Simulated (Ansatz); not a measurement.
A nudged elastic band was laid between two geometries of C₂H₇Al₂Cl (12 atoms, charge 0, multiplicity 1).

Method: RKS PBE/6-31G (Ansatz).

* movable images: 5
* climbing image: yes
* spring: 5.0 eV/Å²
* optimiser: quadratic models (default)
* start path: through a guess of the saddle point
* force threshold: 0.5 eV/Å
* iteration limit: 22
* end points: relaxed

First end point:

```xyz
12
Properties=species:S:1:pos:R:3
C -1.825 -0.063 0.758
Al 0.046 -0.081 0.085
C 1.421 -1.337 0.793
Al 0.736 1.585 -1.827
Cl -0.930 2.883 -2.607
H -1.860 -0.244 1.848
H -2.339 0.887 0.536
H -2.405 -0.874 0.274
H 2.254 -0.779 1.262
H 0.999 -2.024 1.548
H 1.865 -1.942 -0.020
H 2.114 1.936 -2.617
```

Last end point:

```xyz
12
Properties=species:S:1:pos:R:3
C -1.787 0.027 0.845
Al 0.048 -0.079 0.086
C 1.416 -1.348 0.784
Al 0.696 1.487 -1.923
Cl -0.973 2.783 -2.701
H -1.773 -0.096 1.943
H -2.287 0.978 0.597
H -2.411 -0.791 0.433
H 1.016 -1.977 1.598
H 1.788 -2.013 -0.019
H 2.296 -0.799 1.172
H 2.049 1.773 -2.780
```

(1) What changes between the two ends?

(2) Give the energies along the band, and the barrier.

(3) What is the geometry of the highest image?

## Answers

(1) No bond is made or broken. The dihedral Al4–Al2–C3–H10 goes from -177 to -57°. The two ends are copies of one structure, up to a mirror image or an exchange of like atoms.

(2) It converged. The highest image is number 3 of 0 to 6, 1.4 kJ/mol above the ends, which have the same energy within 2 meV. The threshold of 0.5 eV/Å is loose, so the images may lie well off the minimum-energy path. The order of the stationary point at the top wasn't checked. Limits of this set-up: no polarisation functions.

| image | path coordinate (Å) | energy (kJ/mol) | dihedral Al4–Al2–C3–H10 (°) |
| --- | --- | --- | --- |
| 0 | 0.00 | 0.0 | -177 |
| 1 | 0.60 | 0.3 | -157 |
| 2 | 1.21 | 0.6 | -137 |
| 3 | 1.81 | 1.4 | -117 |
| 4 | 2.42 | 0.8 | -97 |
| 5 | 3.02 | 0.4 | -77 |
| 6 | 3.62 | 0.0 | -57 |

(3) 
```xyz
12
Properties=species:S:1:pos:R:3
C -1.806 -0.015 0.890
Al 0.026 -0.028 0.119
C 1.427 -1.295 0.750
Al 0.663 1.520 -1.907
Cl -0.858 2.890 -2.831
H -1.804 -0.174 1.983
H -2.332 0.925 0.669
H -2.410 -0.832 0.445
H 1.632 -1.172 1.826
H 1.100 -2.345 0.612
H 2.381 -1.166 0.212
H 2.058 1.636 -2.735
```

The run took 2.4 min on 1 thread of Intel(R) Xeon(R) Platinum 8259CL CPU @ 2.50GHz (Skylake/Cascade Lake), with other jobs on the host, peak memory 0.15 GiB.
